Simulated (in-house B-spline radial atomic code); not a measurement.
The numbers below are computed, except where a source is named.
Making a Troullier-Martins s channel for Rh, r_c = 2.4 bohr

Rh, [Kr] 4d8 5s1, non-relativistic PBE, spherical and spin-unpolarised, from a B-spline radial code for spherical atoms (atomic units). The all-electron 5s level is ε = -0.144591 hartree, its outermost node lies just inside 1.24 bohr and its outer maximum at 2.76 bohr.

Inside r_c the pseudo-orbital is u(r) = r^1 exp(p(r)), with p = c0 + c2 r² + c4 r⁴ + … + c12 r¹². The seven coefficients follow from p and its first four derivatives at r_c, from zero curvature of the screened potential at the origin, c4 = −c2²/(2l + 5), and from the norm inside r_c. At r_c the all-electron orbital has P = 0.5683665, P' = 0.1267213, the screened potential V = -0.5234514, V' = 0.5371183, V'' = -0.8614888, and the norm inside is Q = 0.2152458.

**Question.** What are p, p' and p'' at r_c?

**Answer.** p = ln(P/r_c^1) = ln(0.5683665/2.4) = -1.44046. p' = P'/P − 1/r_c = 0.22296 − 0.41667 = -0.19371. The radial equation gives p'' = 2(V − ε) − 2(1) p'/r_c − p'² = -0.75772 − (-0.16142) − 0.03752 = -0.63382. Differentiating, p''' = 2V' + 2(1)p'/r_c² − 2(1)p''/r_c − 2p'p'' = 1.2896, and p'''' = 2V'' − 4(1)p'/r_c³ + 4(1)p''/r_c² − 2(1)p'''/r_c − 2p''² − 2p'p''' = -3.4856.

For a trial c2 the five matching conditions are linear in c0, c6, c8, c10 and c12, and c2 is varied until the norm inside r_c equals Q. The root nearest zero gives:

| n | c_n |
| --- | --- |
| 0 | -2.50345 |
| 2 | 0.5329509 |
| 4 | -0.05680733 |
| 6 | -0.009095347 |
| 8 | 0.002301852 |
| 10 | -0.0001660403 |
| 12 | 3.698082e-06 |

**Question.** Check c4 and p(r_c), and find the screened pseudopotential at the origin.

**Answer.** −c2²/5 = -0.0568073, as listed. The terms c_n r_c^n are -2.50345, 3.06980, -1.88473, -1.73815, 2.53377, -1.05275, 0.13506, which sum to -1.44046. Inverting the radial equation, V_l(r) = ε + 1 p'/r + (p'' + p'²)/2, so V_l(0) = ε + (2l + 3) c2 = -0.144591 + 3 × (0.532951) = 1.4543 hartree, finite where the all-electron potential diverges.

Orbitals and screened potentials:

```csv
r (bohr),P,u,V all-electron,V pseudo
0.24,0.126,0.02024,-82.77,1.453
0.6,-0.1677,0.059,-15.62,1.401
0.96,-0.2031,0.1216,-5.689,1.139
1.32,0.07583,0.2233,-2.535,0.5437
1.68,0.3311,0.3609,-1.325,-0.2028
2.04,0.4906,0.4919,-0.7905,-0.6169
2.4,0.5684,0.5684,-0.5235,-0.5235
```

Logarithmic derivatives P'/P at R = 2.7 bohr, for energies E around ε:

```json
{"E − ε (hartree)": "-0.5", "all-electron": "0.731504", "pseudo": "0.724963"}
{"E − ε (hartree)": "-0.25", "all-electron": "0.425733", "pseudo": "0.423288"}
{"E − ε (hartree)": "-0.1", "all-electron": "0.203358", "pseudo": "0.202837"}
{"E − ε (hartree)": "0", "all-electron": "0.0320752", "pseudo": "0.0320745"}
{"E − ε (hartree)": "0.1", "all-electron": "-0.163651", "pseudo": "-0.16446"}
{"E − ε (hartree)": "0.25", "all-electron": "-0.520717", "pseudo": "-0.528214"}
{"E − ε (hartree)": "0.5", "all-electron": "-1.41602", "pseudo": "-1.48533"}
```

**Question.** With P(R) = 0.5891856 and a norm of 0.3166881 inside R, what slope in energy does norm conservation fix?

**Answer.** d(P'/P)/dE = −2 × (norm inside R)/P(R)² = -1.8246 per hartree·bohr at E = ε, for both atoms, since orbital and norm agree at R. Differences over ±0.1 hartree give -1.8350 (all-electron) and -1.8365 (pseudo), which also hold third-order terms. Half a hartree below ε the two curves differ by -0.0065.
